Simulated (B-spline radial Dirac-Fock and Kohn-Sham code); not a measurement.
# Elastic scattering of 8.29 keV electrons by the free erbium atom

Method: relativistic (Dirac) partial waves in the static field of the Dirac-Fock atom with Furness-McCarthy exchange, without polarisation or absorption potentials. Computed with a radial finite-basis atomic code.

Input of the calculation (task.json; shells as n, l, electrons):

```json
{"items": [{
  "Z": 68,
  "q": 0,
  "cfg": [[1, 0, 2], [2, 0, 2], [2, 1, 6], [3, 0, 2], [3, 1, 6], [3, 2, 10], [4, 0, 2], [4, 1, 6], [4, 2, 10], [4, 3, 12], [5, 0, 2], [5, 1, 6], [6, 0, 2]],
  "A": 166,
  "rrms": 5.2516,
  "do": "elastic",
  "energies": [[8290.0, 0]],
  "theta": [5, 10, 15, 20, 25, 30, 35, 40, 45, 50, 55, 60, 65, 70, 75, 80, 85, 90, 95, 100, 105, 110, 115, 120, 125, 130, 135, 140, 145, 150, 155, 160, 165, 170, 175]
}]}
```

Run with: `python xray2_run.py task.json out`

| θ (°) | dσ/dΩ (Å²/sr) | Sherman function |
| --- | --- | --- |
| 5 | 6.77 | 0.000 |
| 10 | 1.03 | 0.001 |
| 15 | 0.310 | 0.002 |
| 20 | 0.138 | 0.000 |
| 25 | 0.0761 | -0.005 |
| 30 | 0.0458 | -0.010 |
| 35 | 0.0294 | -0.013 |
| 40 | 0.0200 | -0.010 |
| 45 | 0.0143 | 0.000 |
| 50 | 0.0106 | 0.017 |
| 55 | 0.00814 | 0.039 |
| 60 | 0.00637 | 0.061 |
| 65 | 0.00511 | 0.081 |
| 70 | 0.00418 | 0.092 |
| 75 | 0.00349 | 0.092 |
| 80 | 0.00298 | 0.077 |
| 85 | 0.00261 | 0.048 |
| 90 | 0.00235 | 0.006 |
| 95 | 0.00218 | -0.042 |
| 100 | 0.00208 | -0.091 |
| 105 | 0.00204 | -0.133 |
| 110 | 0.00205 | -0.165 |
| 115 | 0.00210 | -0.185 |
| 120 | 0.00218 | -0.193 |
| 125 | 0.00228 | -0.191 |
| 130 | 0.00240 | -0.182 |
| 135 | 0.00252 | -0.168 |
| 140 | 0.00265 | -0.151 |
| 145 | 0.00278 | -0.132 |
| 150 | 0.00290 | -0.113 |
| 155 | 0.00301 | -0.093 |
| 160 | 0.00310 | -0.074 |
| 165 | 0.00318 | -0.055 |
| 170 | 0.00323 | -0.036 |
| 175 | 0.00326 | -0.018 |

The total elastic cross section is 0.946 Å², the first transport cross section 0.0493 Å² and the second, weighted with (3/2) sin²θ, 0.0788 Å². The mean deflection is ⟨1 − cos θ⟩ = 0.0521, and 1.6 % of the collisions scatter beyond 90°.

On this grid of angles the cross section has a minimum near 105°.
